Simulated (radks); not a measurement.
Spherical jellium clusters: N electrons in a uniform positive sphere of charge N and radius rs N^(1/3), rs = 2.49 bohr. Calculated with a radial shooting solver with Libxc functionals: non-relativistic Kohn-Sham, PBEsol, spin-polarised, spherical densities. Levels are named by radial order and angular momentum (1s, 1p, 1d, 2s, ...), and open shells are averaged over m.

N = 21, configuration 1s2 1p6 1d10 2s2 1f(up 1, down 0). This is the lowest configuration that the search found. Occupied and some empty levels:

level    occupation  eigenvalue (eV)  <r> (bohr)
1s up             1          -9.2040       4.246
1s down           1          -9.1589       4.203
1p up             3          -7.2499       5.135
1p down           3          -7.1648       5.101
1d up             5          -4.8898       5.846
1d down           5          -4.7741       5.822
2s up             1          -4.0309       5.264
2s down           1          -3.9483       5.267
1f up             1          -2.2861       6.610
1f down           0          -2.1507       6.603
2p up             0          -1.6078       7.218
2p down           0          -1.5194       7.234

Energy (eV): total -24.5153, kinetic 83.039, external -2029.9, Hartree 986.02, exchange-correlation -111.72, background 1048.1.

Electron density:

r (bohr)  n(r) (e/bohr^3)
0.807             0.01903
1.67              0.01668
2.54              0.01508
3.40              0.01532
4.27              0.01605
5.13              0.01475
6.00              0.01062
6.87             0.005731
7.73             0.002447
8.60            0.0009153
9.46            0.0003219
10.3            0.0001110
11.2           0.00003873
